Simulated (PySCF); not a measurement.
# Cost of excited-state runs on SMILES Br[C@@H]1C[C@@H]2C=C[C@H]1O2, C6H7BrO

Cartesian coordinates in Å; atom numbers follow the order of the lines, from 1:
```xyz
15

Br   -2.251   -0.850   -1.226
C    -1.241   -0.229    0.314
C    -0.632    1.168    0.141
C     0.870    0.844    0.389
C     1.321    0.092   -0.846
C     0.795   -1.118   -0.729
C     0.031   -1.087    0.579
O     0.789   -0.188    1.362
H    -1.923   -0.282    1.162
H    -1.006    1.854    0.900
H    -0.801    1.594   -0.846
H     1.481    1.671    0.734
H     1.893    0.522   -1.644
H     0.812   -1.952   -1.401
H    -0.141   -2.031    1.090
```

PySCF with density fitting, on 1 thread of an Arm Neoverse N1, shared host. Command: `OMP_NUM_THREADS=1 python excited_run.py task.json out`

Question: How long does each of these runs take, and how much memory?
- magnetisability and related constants, BHandHLYP/pcSseg-1; isotopologues
- magnetisability and related constants, wB97X/3-21G; damping 0.3

Answer: 
| run | level | basis functions | wall time | peak memory (GiB) |
| --- | --- | --- | --- | --- |
| magnetisability and related constants | BHandHLYP/pcSseg-1 | 195 | 61 s | 1 |
| magnetisability and related constants | wB97X/3-21G | 99 | 13 s | 0.56 |

Times from a shared host are rough.
